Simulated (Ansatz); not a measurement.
One change: `N[SiH](N)S` becomes `N[SiH](N)O`.

Ansatz, PBE0-D4/def2-TZVP geometries, multiplicity 1. Each molecule was computed in one conformer, which needn't be the lowest.

| property | `N[SiH](N)S` |
| --- | --- |
| size of the dipole moment (ωB97M-V/def2-TZVPP) / D | 1.50 |
| zero-point energy (PBE0-D4/def2-TZVP) / kJ/mol | 187.9 |
| LUMO energy (PBE0/def2-TZVPP) / eV | 0.64 |
| size of the dipole moment (PBE/def2-TZVPP) / D | 1.52 |
| size of the dipole moment (B3LYP/def2-TZVPP) / D | 1.50 |
| HOMO energy (PBE0/def2-TZVPP) / eV | -7.06 |

Problem. Give the same properties after the change, and the shifts. (An estimate is asked.)

Solution. Ansatz gave: 
```tsv
property	`N[SiH](N)O`	shift
size of the dipole moment (ωB97M-V/def2-TZVPP) / D	1.97	0.47
zero-point energy (PBE0-D4/def2-TZVP) / kJ/mol	200.1	12.2
LUMO energy (PBE0/def2-TZVPP) / eV	0.91	0.27
size of the dipole moment (PBE/def2-TZVPP) / D	1.96	0.44
size of the dipole moment (B3LYP/def2-TZVPP) / D	1.95	0.45
HOMO energy (PBE0/def2-TZVPP) / eV	-7.42	-0.36
```

With PBE0 the HOMO falls by 0.36 eV and the LUMO rises by 0.27 eV, so the gap widens by about 0.63 eV. PBE moves the HOMO by -0.17 eV and ωB97M-V by -0.55 eV. Dipoles are sizes alone; their direction can turn.

B3LYP here is the variant with VWN-RPA as its local correlation; programs differ in this.
